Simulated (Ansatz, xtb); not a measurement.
# C5H10BF: which of two isomers lies lower

We compare X, `CC/C=C(/C)BF`, a singlet, with Y, `F[C@@H]1CBCCC1`, a singlet. Both are isolated molecules in the gas phase, relaxed with B3LYP/def2-SVP; the shapes shown needn't be the lowest conformers.

X (Å):

```xyz
17

C    -0.1686   -2.7905    0.4583
C    -0.8844   -1.7781   -0.4497
C    -0.6412   -0.3568   -0.0297
C    -0.0715    0.6572   -0.7279
C     0.0759    2.0280   -0.0982
B     0.4518    0.4671   -2.1752
F     0.9909    1.5144   -2.8027
H     0.9253   -2.6734    0.3970
H    -0.4163   -3.8236    0.1677
H    -0.4584   -2.6614    1.5145
H    -1.9735   -1.9668   -0.3944
H    -0.5924   -1.9372   -1.4969
H    -0.9726   -0.1409    0.9993
H    -0.3177    2.0550    0.9302
H    -0.4531    2.7976   -0.6859
H     1.1327    2.3439   -0.0675
H     0.4229   -0.5641   -2.8031
```

Y (Å):

```xyz
17

C     1.3352    1.0509   -0.7730
C     0.9526    1.6543    0.5767
C    -0.0887   -0.7787    1.1683
C     0.3150   -1.2159   -0.2509
C     0.3747   -0.0417   -1.2381
B     0.4751    0.6025    1.6455
F     2.6079    0.4766   -0.6315
H     1.4367    1.8299   -1.5496
H     1.7608    2.3106    0.9425
H     0.0822    2.3325    0.4436
H     0.4153    0.9131    2.8154
H    -1.1878   -0.5858    1.2078
H     0.0594   -1.5825    1.9100
H     1.3157   -1.6773   -0.2143
H    -0.3667   -1.9917   -0.6380
H    -0.6261    0.4097   -1.3697
H     0.6916   -0.3972   -2.2325
```

Quicker runs give these differences E(Y) − E(X): GFN2-xTB +12.6 kcal/mol; HF/STO-3G −1.7 kcal/mol (at GFN2-xTB geometries); r2SCAN-D4/def2-SVP +22.4 kcal/mol (at GFN2-xTB geometries).

Which of the two would you expect CCSD(T)/def2-SVP + ΔMP2/def2-TZVPP electronic energies to favour?

Structure X; the calculation gives E(Y) − E(X) = +26.3 kcal/mol.

Level by level:

```tsv
level	geometry	E(Y) − E(X) (kcal/mol)	departure from the last row (kcal/mol)	job, with rough time for the two
GFN2-xTB	GFN2-xTB	+12.6	−13.6	optimisation, 0.27 s
HF/STO-3G	GFN2-xTB	−1.7	−28.0	single point, 0.4 s
r2SCAN-D4/def2-SVP	GFN2-xTB	+22.4	−3.8	single point, 4.1 s
B3LYP/def2-SVP	B3LYP/def2-SVP	+27.3	+1.0	optimisation, 55 s
HF/def2-SVP	B3LYP/def2-SVP	+26.1	−0.2	part of the CCSD(T) run
MP2/def2-SVP	B3LYP/def2-SVP	+26.5	+0.2	part of the CCSD(T) run
CCSD(T)/def2-SVP	B3LYP/def2-SVP	+26.5	+0.2	single point
CCSD(T)/def2-SVP + ΔMP2/def2-TZVPP	B3LYP/def2-SVP	+26.3		single point, 97 s
```

As drawn, Y has 1 C–F, 1 C–C, 1 C–B in place of 1 C=C, 1 B–F. Structure X has no ring, Y a 6-membered ring.

HF/STO-3G puts the two in the other order. The largest departure from CCSD(T)/def2-SVP + ΔMP2/def2-TZVPP is that of HF/STO-3G, 28.0 kcal/mol. The last row adds to CCSD(T) the change of the MP2 difference between the two basis sets, here −0.2 kcal/mol.

With thermal terms from frequencies at re-optimised GFN2-xTB minima (ideal gas, soft modes damped towards free rotors, one conformer each, 298.15 K, 1 atm): the zero-point term adds +1.4 kcal/mol; ΔH is +26.3 and ΔG +29.6 kcal/mol.

The correlated steps freeze 7 core orbitals. Mirror images aren't counted in ΔG. Codes used: Ansatz 0.2.0, xtb 6.7.1; the last row on 4 threads of Arm Neoverse V1 on a shared host.
